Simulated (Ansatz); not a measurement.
Reaction (formal exchange of groups at the In–Si bond): `F[CH2][InH][SiH3]` + BH₃ → `[BH2][InH][CH2]F` + SiH₄

Isolated molecules relaxed with PBE0-D4/def2-TZVP in Ansatz; ΔE leaves out vibrations. CCSD(T)/CBS is the MP2 limit (def2-TZVPP, def2-QZVPP) plus CCSD(T) − MP2 in def2-TZVPP, frozen cores. This one scheme is used for every species. Functionals use def2-TZVPP. B3LYP here is the variant with VWN-RPA as its local correlation; programs differ in this. Elements past krypton have def2 core potentials. For In outer-core shells are correlated without core-valence functions, which leaves a few kJ/mol of doubt a bond. One conformer a species, not always the lowest.

```json
{"level": "B3LYP-D4", "ΔE (eV)": "0.35"}
{"level": "ωB97X-V", "ΔE (eV)": "0.34"}
{"level": "B3LYP", "ΔE (eV)": "0.33"}
{"level": "MP2/CBS(def2)", "ΔE (eV)": "0.35"}
```

(1) What does CCSD(T)/CBS give? (An estimate is asked.)

Largest T1 diagnostic among the species: 0.014.

Answers

(1) The calculation gave: +0.33 eV. The listed levels differ from it by 0.02, 0.01, 0.00, 0.02 eV.
